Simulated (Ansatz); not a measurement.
`FC[C]1=[CH][AlH]1`, charge 0, multiplicity 1.

Question: Give a relaxed structure at PBE0-D4/def2-TZVP (Ansatz 0.2.0). (Estimate.)

Answer: Computed: 
Z-matrix (Å, degrees):
```
C
C 1 1.474
F 1 1.384 2 112.1
H 1 1.096 2 110.6 3 -119.9
H 1 1.096 2 110.6 3 119.9
Al 2 1.857 1 162.0 3 -0.4
C 2 1.369 1 130.0 3 179.7
H 6 1.568 2 157.9 1 0.1
H 7 1.090 2 127.5 1 -0.0
```
Point group Cs.
This is one stationary point; other conformers may exist.
